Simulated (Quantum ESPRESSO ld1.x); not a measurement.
Problem. Species: the gallium ion Ga15+. Configuration: [Ne] 3s2 3p4 (the NIST ground configuration). All-electron calculation, Dirac Kohn-Sham, PW91, spin-unpolarised, spherical densities, point nucleus; open shells fill j = l - 1/2 first. Program: ld1.x of Quantum ESPRESSO 7.5.

Spin-orbit splittings of the eigenvalues, e(l+1/2) - e(l-1/2), with zeta = 2 splitting/(2l+1) and mean radii in bohr:

| shell | occ. | splitting (eV) | zeta (eV) | <r> j=l-1/2 | <r> j=l+1/2 |
|---|---|---|---|---|---|
| 2p | 6 | ? | ? | 0.1868 | 0.1902 |
| 3p | 4 | 5.553 | 3.702 | 0.5549 | 0.5607 |
| 3d | 0 | 1.053 | 0.4213 | 0.5150 | 0.5167 |

Estimate the 2p splitting.

Solution. 27.97 eV (zeta = 18.65 eV).
